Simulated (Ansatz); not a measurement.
```yaml
atoms:
  - { symbol: C, position_ang: [0.0000, 0.0000, -1.0216] }
  - { symbol: S, position_ang: [0.0000, 0.0000, 0.5847] }
  - { symbol: H, position_ang: [0.0000, -0.9297, -1.6128] }
  - { symbol: H, position_ang: [0.0000, 0.9297, -1.6128] }
```

Basis set: 6-31G* (spherical functions). Correlated methods keep 6 orbitals frozen. Charge 0, multiplicity 1.

Computed with Ansatz (development build ahead of 0.2.0); each method stands on the lowest determinant of its kind that the runs found. Restricted open shells among the atoms or ions are ROHF, correlated in semicanonical orbitals with singles.

The atomization energy at this shape (free ground-state atoms in the same class of orbitals less the molecule, no zero-point energy) of singlet CH2S:

| method | atomization energy |
| --- | --- |
| RHF | 9.79 eV |

(1) What does RHF-MP2 give?

## Answers

(1) 12.84 eV.
